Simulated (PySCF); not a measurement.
**Ionisation energy of I⁺ by level of theory**

I⁺ [Kr] 4d10 5s2 5p4 (3P) → I²⁺ [Kr] 4d10 5s2 5p3 (4S), as a difference of total energies. Computed with PySCF 2.14 in x2c-SVPall (6s5p3d, 36 functions), with the spin-free X2C one-electron Hamiltonian (Gaussian nucleus). Correlated levels: valence: [Kr] 4d10 frozen. The calculations carry no spin-orbit coupling.

```
           method  ionisation energy (eV)  error (eV)
              UHF                  17.735      -1.015
           r2SCAN                  18.843      +0.093
            M06-L                  18.726      -0.024
    MP2 (valence)                  18.110      -0.640
SCS-MP2 (valence)                  18.115      -0.635
   CCSD (valence)                  18.139      -0.611
CCSD(T) (valence)                  18.145      -0.605
```

Reference: 18.750 eV (measured; NIST levels, between the centres of gravity of the two terms).

Errors of the correlated levels include the incompleteness of this basis and the frozen core.
